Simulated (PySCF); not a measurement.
An unknown is described by computed data only.

Formula: C6H8P; charge -1.

- NMR, other nuclei: isotropic shieldings of nuclei other than C and H, by class: 256 (1 P) ppm [GIAO KT2/pcSseg-1]
- 13C NMR: chemical shifts (computed TMS as zero) by class: 128.5 (2 C), 110.6 (2 C), 20.7 (2 C) ppm [GIAO KT2/pcSseg-1]
- XPS: P2p3/2 129.3, C1s 284.1 (×2), C1s 284.2 (×2), C1s 286.2 (×2), P1s 2142.8 eV [ΔSCF SCAN, pcX-2 on the ionised atom, pcseg-1 elsewhere, spin-free X2C, 2p3/2 from a spin–orbit splitting computed afterwards within the 2p shell]
- Rotational structure: rotational constants A, B, C: 4.834, 1.705, 1.281 GHz [PBE0-D3(BJ)/def2-SVP]
- 1H NMR: chemical shifts (computed TMS as zero) by class: 6.36 (2 H), 2.39 (6 H) ppm [GIAO KT2/pcSseg-1]

Gas-phase values; electronic properties from PySCF, density fitting. Levels stand in brackets. Geometry: PBE0-D3(BJ)/def2-SVP; no solvent, vibrations or thermal averaging. The geometry's basis has no diffuse functions, a weakness for an anion. The HOMO energy is positive, so at this level the finite basis confines the outermost electrons. No diffuse functions stand in pcSseg-1, which bears on an anion's orbital energies. NMR classes are plain means over equivalent atoms (diastereotopic ones count apart unless rotation or inversion swaps them), as if these changed places fast.

Task: What is the compound? Reason from the data.

Result: Numbering: `[CH3:1][c:2]1[cH:3][cH:4][c:5]([CH3:6])[p-:7]1`. 6 carbons fall into 3 classes; from least to most shielded: substituted aromatic carbon [C2/C5] (128.5 ppm, 2 C), aromatic CH carbon [C3/C4] (110.6 ppm, 2 C), benzylic-type carbon [C1/C6] (20.7 ppm, 2 C). Hydrogen classes from least to most shielded: 2 H on 2 aromatic CH carbons, C3/C4 (6.36 ppm), 6 H on 2 benzylic-type carbons, C1/C6 (2.39 ppm, a mean of values up to 0.6 ppm apart in this geometry). The other shieldings belong to: 256 ppm, phosphorus bonded to 2 C [P7]. The core levels belong to: P2p3/2 129.3 eV, phosphorus bonded to 2 C [P7]; C1s 284.1 eV, substituted aromatic carbon [C2/C5]; C1s 284.2 eV, aromatic CH carbon [C3/C4]; C1s 286.2 eV, benzylic-type carbon [C1/C6]; P1s 2142.8 eV, phosphorus bonded to 2 C [P7]. One atom of each topological class was ionised and stands for its class. By its constants the optimised geometry is an asymmetric top. Structure: `Cc1ccc(C)[p-]1`. Computed isomers that give other values at the same levels: `Cc1c[p-]c(C)c1` (rotational constant A: 3.927 GHz; this holds for the one conformer computed). The assignments are read from this structure; whether some other isomer fits the data as well wasn't checked.
